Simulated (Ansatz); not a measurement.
Relaxation of CH8GeSi (11 atoms, charge 0, multiplicity 1), to a largest force component of 0.03 eV/Å in at most 50 steps.

Method: RKS B3LYP-D4/def2-SVP in Ansatz.

```xyz
11
Properties=species:S:1:pos:R:3
Si 0.071 0.400 0.810
Ge 0.498 1.082 -1.364
H -0.945 0.762 -1.711
H 0.781 2.577 -1.619
H 1.460 0.211 -2.201
H -1.099 1.228 1.243
H 1.165 0.602 1.812
C -0.410 -1.431 0.763
H 0.461 -2.053 0.500
H -0.781 -1.757 1.748
H -1.201 -1.619 0.019
```

Question: Where does it end, and by what steps?

Answer: It converged. After 5 steps the energy has fallen by 0.222 eV; H3 moved furthest, 0.60 Å.

| step | energy less start (eV) | largest force component (eV/Å) | accepted |
| --- | --- | --- | --- |
| 0 | 0.0000 | 0.990 | yes |
| 1 | -0.1323 | 0.217 | yes |
| 2 | -0.1760 | 0.314 | yes |
| 3 | -0.2072 | 0.305 | yes |
| 4 | -0.2177 | 0.166 | yes |
| 5 | -0.2215 | 0.028 | yes |

```xyz
11
Properties=species:S:1:pos:R:3
Si 0.005 0.366 0.822
Ge 0.402 1.100 -1.423
H -0.868 0.919 -2.286
H 0.809 2.588 -1.489
H 1.529 0.271 -2.083
H -1.110 1.175 1.402
H 1.230 0.625 1.638
C -0.432 -1.475 0.850
H 0.399 -2.079 0.455
H -0.642 -1.812 1.879
H -1.323 -1.678 0.235
```

Whether the end is a true minimum wasn't checked by a vibrational analysis.

The run took 29 s on 2 threads of Arm Neoverse N1, with other jobs on the host, peak memory 0.24 GiB.
